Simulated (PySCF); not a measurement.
Telling isomers of C₄H₉ClSi₂ apart by NMR

PySCF calculation with σ from GIAO-PBE0/pcSseg-1 and GFN2-xTB structure; no relativistic terms, fast rotation and ring inversion assumed for equivalent nuclei, single conformer, in vacuum.

Chemical shifts δ = σref − σ; 1H and 13C vs TMS, all at this level. Where no couplings were computed, multiplicities follow the n + 1 count of equivalent neighbours, and m marks all less simple cases (inequivalent or close neighbours, rings, F or P nearby). Shifts are as computed. Against solution values, carbons near 30 ppm lie about +3 ppm off and those near 130 ppm about +5 ppm; carbons on Cl a further +6 ppm. Of 1309 compounds with measured shifts, 239 miss one by over three times the rms of a fit or turn the order of signals round; such compounds aren't used in these exercises. Carbons bonded to Cl come out too deshielded.

(1) Tabulate the signals of `[SiH3][SiH2][C@H]1C=C(Cl)C1`, `C[C@@H](Cl)[SiH2]C#C[SiH3]`, `ClC1=C[SiH2][SiH2]CC1` and their relative energies.

(2) What is the quickest way to tell [SiH3][SiH2][C@H]1C=C(Cl)C1 from C[C@@H](Cl)[SiH2]C#C[SiH3]?

(3) What is the quickest way to tell [SiH3][SiH2][C@H]1C=C(Cl)C1 from ClC1=C[SiH2][SiH2]CC1?

(4) What is the quickest way to tell C[C@@H](Cl)[SiH2]C#C[SiH3] from ClC1=C[SiH2][SiH2]CC1?

Results:

(1) 
```json
{"SMILES": "[SiH3][SiH2][C@H]1C=C(Cl)C1", "carbon types": "1×C 2×CH 1×CH2", "δC": "143.4, 140.9, 43.2, 24.5", "δH": "6.00 (d, 1H), 4.09 (m, 1H), 4.06 (m, 1H), 3.28 (m, 3H), 3.09 (m, 1H), 2.50 (m, 1H), 2.34 (m, 1H)", "E rel. (kcal/mol)": "31.1"}
{"SMILES": "C[C@@H](Cl)[SiH2]C#C[SiH3]", "carbon types": "2×C 1×CH 1×CH3", "δC": "116.9, 114.9, 46.9, 24.2", "δH": "4.48 (m, 1H), 4.23 (s, 3H), 4.22 (m, 1H), 3.59 (m, 1H), 1.72 (d, 3H)", "E rel. (kcal/mol)": "25.1"}
{"SMILES": "ClC1=C[SiH2][SiH2]CC1", "carbon types": "1×C 1×CH 2×CH2", "δC": "165.8, 121.3, 38.5, 9.3", "δH": "6.24 (t, 1H), 4.19 (m, 2H), 3.85 (m, 2H), 2.56 (m, 2H), 1.06 (m, 2H)", "E rel. (kcal/mol)": "0.0"}
```

Energies are electronic energies at PBE0/pcSseg-1 on these geometries, without zero-point or thermal terms, each for the one conformer computed, which needn't be the lowest.

(2) Both give the same number of carbon signals, but DEPT or the intensities differ. The first has an alkene CH at 143.4 ppm, the second a methyl carbon (CH3) at 24.2 ppm. Their most deshielded carbons lie at 143.4 and 116.9 ppm. In the proton spectra the most deshielded non-exchanging signals are 6.00 (d, 1H) and 4.48 (m, 1H).

(3) Both give the same number of carbon signals, but DEPT or the intensities differ. The first has an allylic sp3 CH bonded to Si at 24.5 ppm, the second an sp3 CH2 bonded to Si at 9.3 ppm. Their most deshielded carbons lie at 143.4 and 165.8 ppm.

(4) Both give the same number of carbon signals, but DEPT or the intensities differ. The first has an sp3 CH bonded to Cl and Si at 46.9 ppm, the second an alkene CH at 121.3 ppm. Their most deshielded carbons lie at 116.9 and 165.8 ppm. In the proton spectra the most deshielded non-exchanging signals are 4.48 (m, 1H) and 6.24 (t, 1H).
